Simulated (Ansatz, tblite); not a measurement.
Cost and result up the ladder for MoSF4 (6 atoms). Charge 0, multiplicity 1. Geometry: r2SCAN-D4/def2-SVP.

Cartesian coordinates in Å:
```
Mo -0.013 -0.015 0.008
S 1.281 1.440 -0.737
F -1.709 0.627 -0.318
F -0.315 0.451 1.764
F 1.076 -1.339 0.682
F -0.319 -1.164 -1.400
```

Ansatz on 2 threads of AMD EPYC 7R13 on a shared host; xTB runs through tblite on one thread. Times are rough, summed over both states, and most runs start from the orbitals of an earlier one. No level here is sound enough to serve as a yardstick. The other state is a doublet.

In the def2 sets Mo takes a core potential; there is no spin–orbit coupling. The xTB rows come from tblite.

Raw xTB energies of ions are shifted by several eV.

```csv
level,functions,wall time,vertical IE (eV),remarks
GFN1-xTB,34,0.01 s,16.76,–
GFN2-xTB,34,0.01 s,16.29,–
PBE-D4/def2-TZVP,201,14 s,11.47,–
PBE0-D4/def2-TZVP,201,29 s,11.83,restricted SCF unstable in HF (singlet)
ωB97M-V/def2-TZVP (with forces),201,80 s,11.88,restricted SCF unstable in HF (singlet)
```
